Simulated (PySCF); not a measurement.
Broadened absorption spectrum of AsP3OOO nortricyclane

Compound: AsP3OOO nortricyclane, AsO₃P₃.
Bonds: As1–O2, As1–O5, As1–O7, O2–P3, P3–P4, P3–P6, P4–O5, P4–P6, P6–O7.

Level of theory: TDDFT wB97X-D/def2-SVPD, vertical, gas phase, core orbitals frozen in the response in PySCF 2.14.0, density-fitted response routines. One conformer (not necessarily the lowest) at the PBE0-D3(BJ)/def2-SVP geometry, without solvent, vibrations or thermal averaging. The wB97X-D/def2-SVPD calculation is non-relativistic and has no spin–orbit coupling, an omission that weighs most on arsenic.

Each state is given a Gaussian of 0.5 eV full width at half maximum, with ε(max) = 2.175×10⁸ f / Δν̃ (Δν̃ the width in cm⁻¹). The width is an assumption, not a result. The curve ends short of the highest state used, and states not computed would add to its high-energy end.

```
λ (nm)  ε (L mol⁻¹ cm⁻¹)
 248.6              1028
 255.1               561
 261.6               232
 268.1                75
 274.6                20
 281.1                 6
 287.7                 5
 294.2                10
 300.7                18
 307.2                28
 313.7                35
 320.2                38
 326.7                36
 333.2                31
 339.8                23
 346.3                16
 352.8                10
 359.3                 6
 365.8                 3
 372.3                 2
 378.8                 1
 385.3                 0
 391.9                 0
 398.4                 0
```

**Question.** Where are the band maxima, and which computed states make them?

**Answer.** 321 nm (3.86 eV), ε about 38, made up of S1 (51%) and S2 (49%) (ε in L mol⁻¹ cm⁻¹; maxima over ε = 5, shares over 10%). At its high-energy end, 4.99 eV, the curve is still rising (ε about 1000, from S3). The states used: S1 3.86 eV (f 0.0004); S2 3.87 eV (f 0.0003); S3 5.12 eV (f 0.022); S4 5.27 eV (f 0.0000); S5 5.33 eV (f 0.0012); S6 5.33 eV (f 0.0013); S7 5.57 eV (f 0.027); S8 5.59 eV (f 0.0022); S9 5.59 eV (f 0.0033).

**Question.** Coming from long wavelengths, where does ε first pass 100 L mol⁻¹ cm⁻¹?

**Answer.** At about 266 nm (4.65 eV), 0.79 eV above S1.

**Question.** What would ε be at 3.86 eV, the highest of these maxima, with half the width (0.25 eV)?

**Answer.** About 76.5 L mol⁻¹ cm⁻¹ against 38.3, a factor of about 2.00; a lone state at its own centre would give exactly 2.

**Question.** On this curve, what absorbance would a 10⁻⁴ mol/L sample give at 355 nm over a 1 cm path?

**Answer.** 355 nm is 3.493 eV, where ε is about 8.3 L mol⁻¹ cm⁻¹, so A = ε c l ≈ 0.00083 (Beer–Lambert, with the gas-phase spectrum and the assumed width).

The vertical ionisation energy (ΔSCF) is 9.06 eV, 3.47 eV above S9.
